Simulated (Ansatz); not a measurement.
Basis-set series for C$_{2}$H$_{7}$GaN$_{2}$ (`N=[CH][GaH][CH2]N`). Total charge 0; spin multiplicity 1. Geometry: relaxed with PBE0-D4/def2-TZVP. It is one conformer, not always the lowest.

```csv
functional,basis,functions,energy (Eh),HOMO (eV),LUMO (eV)
PBE0-D4,def2-SVP,123,-2113.86150,-5.76,-1.45
PBE0-D4,def2-QZVPP,527,-2114.38161,-6.03,-1.63
ωB97M-V,def2-SVP,123,-2114.13662,-8.00,0.34
ωB97M-V,def2-QZVPP,527,-2114.66354,-8.27,0.01
```

Q: Give the rows for def2-TZVPP. (An estimate is asked.)

A: Ansatz gave: 
| functional | basis | functions | energy (Eh) | HOMO (eV) | LUMO (eV) |
| --- | --- | --- | --- | --- | --- |
| PBE0-D4 | def2-TZVPP | 270 | -2114.32686 | -5.98 | -1.57 |
| ωB97M-V | def2-TZVPP | 270 | -2114.61041 | -8.23 | 0.18 |

Positive LUMOs are unbound and depend on the basis. Scalar relativity is left out up to krypton.
